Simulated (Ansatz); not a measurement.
Ansatz (a quantum-chemistry and plane-wave program) input (CCSD(T)/aug-cc-pVDZ):

Ansatz 0.2 input:
```yaml
crystal:
  periodic: [false, false, false]
  atoms:
    - {symbol: C, position_ang: [-2.24302844, 0.33675043, -0.14786613]}
    - {symbol: C, position_ang: [-0.96105170, -0.26758352, 0.33526853]}
    - {symbol: O, position_ang: [0.20433167, 0.52666858, -0.30556129]}
    - {symbol: C, position_ang: [1.63581688, 0.10058843, -0.14032817]}
    - {symbol: O, position_ang: [1.84975342, -0.94376257, 0.30964879]}
    - {symbol: H, position_ang: [-2.34212440, 0.27322980, -1.23087181]}
    - {symbol: H, position_ang: [-3.05674278, -0.24166963, 0.29629957]}
    - {symbol: H, position_ang: [-2.36691324, 1.36897478, 0.18465174]}
    - {symbol: H, position_ang: [-0.79075608, -0.18731429, 1.40525334]}
    - {symbol: H, position_ang: [-0.77701775, -1.27676885, -0.01761900]}
    - {symbol: H, position_ang: [2.27063122, 0.90073014, -0.52782893]}
    - {symbol: H, position_ang: [0.03982181, 1.48103801, -0.42503009]}
basis:
  gaussian:
    orbitals: aug-cc-pVDZ
total_charge: 1
magnetization: {spin_polarized: false}
correlation: {method: ccsd_t, electrons: outside_noble_gas}
output: {forces: true}
```

End of the output:

```
second order -22.19642160 eV of doubles, -0.00000000 eV of singles
coupled cluster: 2.27 GiB planned
cycle   1  -22.51384790 eV  change   -3.2e-1 eV  update   1.2e-1
cycle   2  -23.14313796 eV  change   -6.3e-1 eV  update   3.7e-2
cycle   3  -23.31811552 eV  change   -1.7e-1 eV  update   2.0e-2
cycle   4  -23.31163110 eV  change    6.5e-3 eV  update   4.8e-3
cycle   5  -23.31031510 eV  change    1.3e-3 eV  update   2.3e-3
cycle   6  -23.31142692 eV  change   -1.1e-3 eV  update   7.2e-4
cycle   7  -23.31110342 eV  change    3.2e-4 eV  update   3.2e-4
cycle   8  -23.31091654 eV  change    1.9e-4 eV  update   1.2e-4
cycle   9  -23.31096474 eV  change   -4.8e-5 eV  update   4.6e-5
cycle  10  -23.31095634 eV  change    8.4e-6 eV  update   1.9e-5
cycle  11  -23.31095040 eV  change    5.9e-6 eV  update   9.6e-6
cycle  12  -23.31096409 eV  change   -1.4e-5 eV  update   4.5e-6
perturbative correction -0.81253891 eV, -0.0298602543 hartree
the calculation of the forces begins
Total energy: -7293.65878205 eV, -268.0370164210 hartree
Atom 0 at    -2.243028     0.336750    -0.147866 Å, force    -0.099981     0.082635    -0.066738 eV/Å
Atom 1 at    -0.961052    -0.267584     0.335269 Å, force     0.282630     0.099449    -0.000394 eV/Å
Atom 2 at     0.204332     0.526669    -0.305561 Å, force    -0.377654     0.118901    -0.251549 eV/Å
Atom 3 at     1.635817     0.100588    -0.140328 Å, force    -0.207132     1.456189    -0.562556 eV/Å
Atom 4 at     1.849753    -0.943763     0.309649 Å, force     0.375361    -1.905560     0.821704 eV/Å
Atom 5 at    -2.342124     0.273230    -1.230872 Å, force    -0.016572    -0.028687    -0.468212 eV/Å
Atom 6 at    -3.056743    -0.241670     0.296300 Å, force    -0.308094    -0.255630     0.198725 eV/Å
Atom 7 at    -2.366913     1.368975     0.184652 Å, force    -0.024911     0.443383     0.142146 eV/Å
Atom 8 at    -0.790756    -0.187314     1.405253 Å, force     0.069627     0.038096     0.480151 eV/Å
Atom 9 at    -0.777018    -1.276769    -0.017619 Å, force     0.099810    -0.447861    -0.181546 eV/Å
Atom 10 at     2.270631     0.900730    -0.527829 Å, force     0.215994     0.295709    -0.146739 eV/Å
Atom 11 at     0.039822     1.481038    -0.425030 Å, force    -0.009078     0.103376     0.035009 eV/Å
Dipole moment:    -0.076342     0.674628    -0.150060 e Å
```

It need not be the lowest isomer of its formula.
